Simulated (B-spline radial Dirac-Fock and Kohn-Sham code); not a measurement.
## Relativistic shifts of the levels of Mo³⁺

System: the Mo³⁺ ion, configuration 1s2 2s2 2p6 3s2 3p6 3d10 4s2 4p6 4d3.

Both columns are ΔSCF binding energies of the configuration average from a B-spline atomic structure program: non-relativistic Hartree-Fock with a point nucleus, and Dirac-Fock with a finite nucleus and the Coulomb interaction alone, averaged over the two j levels with weights 2j+1.

```tsv
shell	Hartree-Fock (eV)	Dirac-Fock (eV)	shift (eV)	shift (%)
1s	19604.7	20098.1	+493.36	+2.52
2s	2805.8	2922.1	+116.29	+4.14
2p	2574.4	2605.2	+30.82	+1.20
3s	530.8	552.9	+22.14	+4.17
3p	440.9	446.7	+5.85	+1.33
3d	276.5	272.6	-3.91	-1.41
4s	106.4	110.0	+3.58	+3.36
4p	77.70	78.39	+0.69	+0.88
4d	38.71	38.21	-0.50	-1.30
```

Relativity binds 1s, 2s, 2p, 3s, 3p, 4s, 4p more strongly, among those listed most of all 3s in relative terms, and 3d, 4d more weakly, because the contracted s and p shells screen the nucleus better.

Values without a named source are computed, but for edge energies of neutral atoms, which are taken from tables.
